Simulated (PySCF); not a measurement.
**Re (rhenium, neutral) across methods**

[Xe] 4f14 5d5 6s1 7s1, high-spin 8S determinant (an excited configuration). All numbers are calculated (PySCF 2.14, scalar relativity through the core potential, in aug-cc-pwCVTZ-PP with ECP60MDF (8s8p7d4f3g, 122 functions)). The B2PLYP total includes its PT2 part (frozen core); its orbital energies are those of the SCF part.

```json
{"method": "PBE0", "E (hartree)": "-78.2951", "mean ε 5d α (eV)": "-12.074", "mean ε 6s α (eV)": "-10.694", "mean ε 7s α (eV)": "-1.886", "Σ⟨r²⟩ (bohr²)": "118.0", "⟨S²⟩": "15.751"}
{"method": "r2SCAN", "E (hartree)": "-78.3489", "mean ε 5d α (eV)": "-10.992", "mean ε 6s α (eV)": "-10.227", "mean ε 7s α (eV)": "-1.585", "Σ⟨r²⟩ (bohr²)": "116.7", "⟨S²⟩": "15.752"}
{"method": "B2PLYP", "E (hartree)": "-78.0889", "mean ε 5d α (eV)": "-13.350", "mean ε 6s α (eV)": "-11.266", "mean ε 7s α (eV)": "-1.933", "Σ⟨r²⟩ (bohr²)": "119.8", "⟨S²⟩": "15.751"}
{"method": "BLYP", "E (hartree)": "-78.2587", "mean ε 5d α (eV)": "-10.196", "mean ε 6s α (eV)": "-9.625", "mean ε 7s α (eV)": "-1.421", "Σ⟨r²⟩ (bohr²)": "117.8", "⟨S²⟩": "15.750"}
{"method": "UHF", "E (hartree)": "-77.70759", "mean ε 5d α (eV)": "-16.064", "mean ε 6s α (eV)": "-12.643", "mean ε 7s α (eV)": "-2.365", "Σ⟨r²⟩ (bohr²)": "121.4", "⟨S²⟩": "15.755"}
{"method": "r2SCAN0", "E (hartree)": "-78.3025", "mean ε 5d α (eV)": "-12.404", "mean ε 6s α (eV)": "-10.983", "mean ε 7s α (eV)": "-1.808", "Σ⟨r²⟩ (bohr²)": "117.2", "⟨S²⟩": "15.752"}
{"method": "LDA", "E (hartree)": "-78.1236", "mean ε 5d α (eV)": "-10.570", "mean ε 6s α (eV)": "-10.120", "mean ε 7s α (eV)": "-1.629", "Σ⟨r²⟩ (bohr²)": "114.9", "⟨S²⟩": "15.750"}
{"method": "PBE", "E (hartree)": "-78.3265", "mean ε 5d α (eV)": "-10.544", "mean ε 6s α (eV)": "-9.891", "mean ε 7s α (eV)": "-1.637", "Σ⟨r²⟩ (bohr²)": "116.9", "⟨S²⟩": "15.751"}
```

Energies and moments cover only the electrons outside the core potential. Spin-orbit coupling, which splits the p, d and f shells strongly at this Z, is absent. The outer electron is Rydberg-like, and this basis confines it to a smaller radius and binds it less than a complete one would.
